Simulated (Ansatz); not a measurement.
The same ligand exchange along the group B, Al, Ga, In.

Program: Ansatz. Geometries: PBE0-D4/def2-TZVP. ΔE: electronic, gas phase. CCSD(T)/CBS is the MP2 limit (def2-TZVPP, def2-QZVPP) plus CCSD(T) − MP2 in def2-TZVPP, frozen cores. Small cases extrapolate CCSD(T) itself. Functionals use def2-TZVPP. Elements past krypton have def2 core potentials. For Ga, In outer-core shells are correlated without core-valence functions, which leaves a few kJ/mol of doubt a bond. Scalar relativity is left out up to krypton. Each species was taken in one conformer, which may not be the lowest.

```tsv
reaction	ωB97M-V (kJ/mol)	RPA@PBE/def2-TZVPP (kJ/mol)	B97M-V (kJ/mol)
`NBO` + NH₃ → `NBN` + H₂O	27	29	33
`[NH2][AlH][OH]` + NH₃ → `[NH2][AlH][NH2]` + H₂O	50	50	53
`[NH2][GaH][OH]` + NH₃ → `[NH2][GaH][NH2]` + H₂O	24	25	30
`[NH2][InH][OH]` + NH₃ → `[NH2][InH][NH2]` + H₂O	24	24	33
```

Question: Give the CCSD(T)/CBS values in the same order. (Estimate.)

Answer: Computed: 25, 48, 19, 22 kJ/mol.

Largest T1 diagnostic: 0.016, for `[NH2][InH][OH]`.

Extrapolated directly: `[NH2][AlH][OH]` + NH₃ → `[NH2][AlH][NH2]` + H₂O.
